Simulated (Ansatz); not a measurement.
Basis-set series for C₆H₁₉N₃Sn (`C[N](C)[SnH]([N](C)C)[N](C)C`). The species carries charge 0 and has multiplicity 1. Sn takes the def2 core potential. The geometry is a stationary point of PBE0-D4/def2-TZVP. It is one conformer, not always the lowest.

Z-matrix (Å, degrees):
```
C
N 1 1.441
H 1 1.103 2 113.1
H 1 1.093 2 110.6 3 -121.1
H 1 1.099 2 110.5 3 120.0
Sn 2 2.021 1 118.9 3 90.2
C 2 1.439 1 113.1 3 -59.1
N 6 2.012 2 101.4 1 53.9
N 6 2.021 2 118.7 1 -55.9
H 6 1.712 2 107.4 1 -177.8
H 7 1.103 2 113.3 1 58.7
H 7 1.094 2 110.9 1 180.0
H 7 1.099 2 110.5 1 -61.3
C 8 1.441 6 119.7 2 -167.5
C 8 1.441 6 119.7 2 44.3
C 9 1.439 6 120.1 2 -90.4
C 9 1.441 6 119.0 2 56.7
H 14 1.103 8 113.0 6 -92.5
H 14 1.099 8 110.4 6 147.7
H 14 1.092 8 110.6 6 28.6
H 15 1.099 8 110.4 6 -147.7
H 15 1.103 8 113.0 6 92.6
H 15 1.092 8 110.6 6 -28.6
H 16 1.094 9 110.9 6 -31.2
H 16 1.099 9 110.5 6 -149.9
H 16 1.103 9 113.3 6 90.1
H 17 1.103 9 113.1 6 -90.2
H 17 1.099 9 110.5 6 149.8
H 17 1.093 9 110.6 6 30.9
```

```csv
functional,basis,functions,energy (Eh),HOMO (eV),LUMO (eV)
PBE0-D4,def2-SVP,247,-617.82774,-5.60,0.73
PBE0-D4,def2-TZVPP,595,-618.28783,-5.71,0.41
ωB97M-V,def2-SVP,247,-618.00761,-7.87,2.51
ωB97M-V,def2-TZVPP,595,-618.49181,-7.99,1.78
```

(1) Give the rows for def2-QZVPP. (An estimate is asked.)

Results:

(1) Ansatz gave: 
| functional | basis | functions | energy (Eh) | HOMO (eV) | LUMO (eV) |
| --- | --- | --- | --- | --- | --- |
| PBE0-D4 | def2-QZVPP | 1165 | -618.31401 | -5.74 | 0.23 |
| ωB97M-V | def2-QZVPP | 1165 | -618.51734 | -8.01 | 1.28 |

Positive LUMOs are unbound and depend on the basis.
